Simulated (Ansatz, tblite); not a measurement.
Cost and result up the ladder for Si3Sn⁻ (the lowest doublet isomer of a short search) (4 atoms). Charge -1, multiplicity 2. Geometry: r2SCAN-D4/def2-SVPD.

```xyz
4

Si   -0.1645   -0.8336   -0.8421
Si    1.3866    0.8148   -1.2891
Si    0.2810    0.9017    0.7338
Sn   -1.5031   -0.8830    1.3974
```

Ansatz on 4 threads of Arm Neoverse N1 on a shared host; xTB runs through tblite on one thread. Times are rough, summed over both states, and most runs start from the orbitals of an earlier one. No level here is sound enough to serve as a yardstick. The other state is a singlet.

In the def2 sets Sn takes a core potential; there is no spin–orbit coupling. The xTB rows come from tblite. The structure comes from a short search, and lower isomers may exist.

Run but left out: HF/def2-TZVPPD (neutral singlet: restricted singlet, unstable towards broken spin symmetry).

Raw xTB energies of ions are shifted by several eV, and xTB has no spin-polarisation term.

```tsv
level	functions	vertical IE (eV)	remarks
GFN2-xTB	36	2.89	–
PBE-D4/def2-TZVPD	185	2.04	HOMO above zero (-1 doublet), restricted SCF unstable in HF (singlet)
PBE0-D4/def2-TZVPD	185	2.10	restricted SCF unstable in HF (singlet)
r2SCAN-D4/def2-TZVPD	185	2.21	restricted SCF unstable in HF (singlet)
```

Estimate how long each takes.

GFN2-xTB 0.017 s; PBE-D4/def2-TZVPD 8.6 s; PBE0-D4/def2-TZVPD 14 s; r2SCAN-D4/def2-TZVPD 22 s. On shared hardware such times vary by a factor of up to 3.
